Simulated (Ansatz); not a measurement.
A run for Ansatz (a program for electronic structure): R-B3LYP/def2-TZVPP on H3NbO3S (SMILES [OH][Nb]([OH])([OH])=[S]), atoms moved off the minimum. Elements past Kr take the def2 small-core potentials; no spin–orbit coupling.

Ansatz 0.2 input:
```yaml
crystal:
  periodic: [false, false, false]
  atoms:
    - {symbol: Nb, position_ang: [-0.18825330, -0.18420506, 0.11134464]}
    - {symbol: S, position_ang: [1.25275627, 1.06317087, -1.25956788]}
    - {symbol: O, position_ang: [0.93316704, -0.99976454, 1.43359587]}
    - {symbol: H, position_ang: [1.81503169, -1.10886620, 1.55331349]}
    - {symbol: O, position_ang: [-1.16790002, -1.29282703, -1.08479247]}
    - {symbol: H, position_ang: [-1.14878238, -1.47931788, -1.91236198]}
    - {symbol: O, position_ang: [-1.27580410, 0.99174115, 1.03972247]}
    - {symbol: H, position_ang: [-1.34923285, 1.95120984, 1.03061957]}
basis:
  gaussian:
    orbitals: def2-TZVPP
hamiltonian:
  xc: {name: B3LYP}
scf: {lower_state_search: off}
output: {forces: true}
```

It printed:

```
WARN ansatz: RAYON_NUM_THREADS=8 ignored (pool sized by the plan → 8); use --threads N
Functional definition: B3LYP
these checks for a lower state are left out or cut short: stability, starts, cluster_reference, orbital_swaps, neighbouring_geometries, increment
integrals: 0.17 GiB planned
1288 factors; their error is unknown
0.28 GiB of the device are held for the grids
1.24 GiB of device memory are held for the factors and their scratch space
mean field: 1.07 GiB planned
mean field evaluation 1: about -18566.1704 eV, gradient 1.1e2 eV
mean field evaluation 2: about -18411.6316 eV, gradient 3.1e2 eV
mean field evaluation 4: about -18570.8596 eV, gradient 7.8e1 eV
mean field evaluation 8: about -18585.5041 eV, gradient 1.1e0 eV
mean field evaluation 16: about -18585.5480 eV, gradient 1.1e-3 eV
mean field -18585.54797378 eV, -683.0062902996 hartree, gradient 9.6e-6 eV, S^2 0.000000; 0 other end points of the search recorded, 0 dependent functions left out
the calculation of the forces begins
reference -18585.54829737 eV, -683.0063021914 hartree; 28, 28 occupied and 205, 205 virtual orbitals, 1288 factors
Total energy: -18585.54829737 eV, -683.0063021914 hartree
Atom 0 at    -0.188253    -0.184205     0.111345 Å, force     3.484081     1.362043    -2.389170 eV/Å
Atom 1 at     1.252756     1.063171    -1.259568 Å, force    -2.140924    -1.762618     2.017008 eV/Å
Atom 2 at     0.933167    -0.999765     1.433596 Å, force    -4.603520     0.400651    -0.973107 eV/Å
Atom 3 at     1.815032    -1.108866     1.553313 Å, force     3.995261    -0.473617     0.473830 eV/Å
Atom 4 at    -1.167900    -1.292827    -1.084792 Å, force    -0.184688     1.832176     8.883797 eV/Å
Atom 5 at    -1.148782    -1.479318    -1.912362 Å, force     0.207589    -1.887267    -8.401945 eV/Å
Atom 6 at    -1.275804     0.991741     1.039722 Å, force    -0.734283     0.641829     0.368254 eV/Å
Atom 7 at    -1.349233     1.951210     1.030620 Å, force    -0.023517    -0.113198     0.021332 eV/Å
Dipole moment:    -0.209509    -0.134267     0.179836 e Å
Checks for a lower state left out: stability, starts, cluster_reference, orbital_swaps, neighbouring_geometries, increment
```

Self-consistency was reached.
